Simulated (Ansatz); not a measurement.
**Four-centre ligand exchange**

Start structure (SiNH5SF2, singlet), relaxed at PBE0-D4/def2-TZVP:

```xyz
10
angstrom
Si -0.8161 0.4851 -0.4060
S 0.2015 1.9125 0.8386
F -1.7883 -0.6425 0.2182
F -0.2866 0.1220 -1.8872
H -1.8516 1.4845 -0.7818
H 0.6605 -1.1462 1.1129
N 0.6507 -0.9530 0.1177
H 1.2443 1.2258 1.3345
H 1.5802 -0.6779 -0.1795
H 0.4056 -1.8103 -0.3674
```

The step: SiH₂SF₂ ([F][SiH]([F])[SH]) + NH₃ → SiNH₃F₂ ([NH2][SiH]([F])[F]) + H₂S; bonds formed: S2–H6; dative contacts that become bonds: Si1–N7; bonds broken: Si1–S2, H6–N7. Computed with Ansatz 0.2.0 (basis: def2-TZVPP and def2-QZVPP); correlated methods freeze the cores. Extrapolation: Hartree–Fock as exp(−7.88 √X), correlation as X^−2.97. Energies below are by CCSD(T) at an estimated basis limit (MP2 extrapolated from triple and quadruple zeta, plus CCSD(T) − MP2 in triple zeta).

Problem. What are the electronic barrier and the energy of the step, from the start structure to the end structure? (Judge from chemistry; the value comes from the calculation.)

Solution. The calculation gives: Barrier 24.31 kcal/mol; step energy -1.94 kcal/mol (downhill); reverse barrier, their difference, 26.24 kcal/mol. Barrier and step energy count from the start structure, the reverse barrier from the end structure.

The saddle point: One imaginary mode of 902i cm⁻¹.
| pair | start (Å) | saddle (Å) | end (Å) |
| --- | --- | --- | --- |
| Si1–N7 | 2.12 | 1.81 | 1.69 |
| S2–H6 | 3.11 | 1.70 | 1.35 |
| Si1–S2 | 2.15 | 2.77 | 4.01 |
| H6–N7 | 1.01 | 1.24 | 2.43 |

Zero-point energy (harmonic, PBE0-D4): ZPE is 40.53 kcal/mol at the start and 36.14 kcal/mol at the saddle, so the barrier goes from 24.31 to 19.92 kcal/mol.

The T1 diagnostic stays at or below 0.012.

Labels in which every atom is bracketed show which atoms are joined, not bond orders.

For scale, one of the runs: CCSD(T)/def2-TZVPP, 247 basis functions, launched by `ansatz run in.yaml --threads 8 --pin off --events-out ev --progress --plain --max-ram 19148MiB`. The run took 30 s on 8 CPU threads of an Intel Xeon 6975P-C (shared host), with 5.7 GiB of host memory at its peak.
